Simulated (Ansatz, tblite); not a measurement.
Removing and adding an electron: the cluster Mg₂O₃H₂. Charge 0, multiplicity 1. Geometry: r2SCAN-D4/def2-SVP. Ansatz, gas phase; energy differences of separate SCF runs; the oxidised species was run as a doublet alone; the reduced species was run as a doublet alone.

```xyz
7

Mg    0.8166   -0.8654   -0.1910
Mg   -0.3007    1.0894    0.4184
O     1.5286    0.6640    0.6729
O    -0.8974   -0.7889    0.8849
O    -0.3321    0.2548   -1.4268
H    -0.8943   -1.0744    1.8067
H     0.0793    0.7204   -2.1652
```

The xTB rows come from tblite. The structure comes from a short search, and lower isomers may exist.

```json
{"level": "GFN1-xTB", "−HOMO (eV)": "11.65", "vertical IE (eV)": "15.53", "−LUMO (eV)": "9.62", "vertical EA (eV)": "5.89", "HOMO–LUMO gap (eV)": "2.04", "IE − EA (eV)": "9.63", "remarks": "–"}
{"level": "GFN2-xTB", "−HOMO (eV)": "11.21", "vertical IE (eV)": "14.87", "−LUMO (eV)": "9.49", "vertical EA (eV)": "5.88", "HOMO–LUMO gap (eV)": "1.73", "IE − EA (eV)": "8.99", "remarks": "–"}
{"level": "PBE-D4/def2-TZVP", "−HOMO (eV)": "3.95", "vertical IE (eV)": "7.26", "−LUMO (eV)": "2.84", "vertical EA (eV)": "–", "HOMO–LUMO gap (eV)": "1.11", "IE − EA (eV)": "–", "remarks": "–"}
{"level": "PBE-D4/def2-TZVPD", "−HOMO (eV)": "4.00", "vertical IE (eV)": "–", "−LUMO (eV)": "2.87", "vertical EA (eV)": "1.19", "HOMO–LUMO gap (eV)": "1.13", "IE − EA (eV)": "–", "remarks": "HOMO above zero (-1 doublet)"}
{"level": "r2SCAN-D4/def2-TZVP", "−HOMO (eV)": "4.01", "vertical IE (eV)": "7.02", "−LUMO (eV)": "2.37", "vertical EA (eV)": "–", "HOMO–LUMO gap (eV)": "1.64", "IE − EA (eV)": "–", "remarks": "–"}
{"level": "r2SCAN-D4/def2-TZVPD", "−HOMO (eV)": "4.03", "vertical IE (eV)": "–", "−LUMO (eV)": "2.38", "vertical EA (eV)": "1.12", "HOMO–LUMO gap (eV)": "1.65", "IE − EA (eV)": "–", "remarks": "HOMO above zero (-1 doublet)"}
{"level": "PBE0-D4/def2-TZVP", "−HOMO (eV)": "5.17", "vertical IE (eV)": "7.05", "−LUMO (eV)": "2.12", "vertical EA (eV)": "–", "HOMO–LUMO gap (eV)": "3.05", "IE − EA (eV)": "–", "remarks": "–"}
{"level": "PBE0-D4/def2-TZVPD", "−HOMO (eV)": "5.20", "vertical IE (eV)": "–", "−LUMO (eV)": "2.15", "vertical EA (eV)": "1.05", "HOMO–LUMO gap (eV)": "3.05", "IE − EA (eV)": "–", "remarks": "HOMO above zero (-1 doublet)"}
```

   A HOMO above zero means that the electron is unbound at that level or that self-interaction error raises the level; the energy of removing that electron tells which. Raw xTB energy differences between charge states are shifted by several eV; the methods need an empirical correction for them.
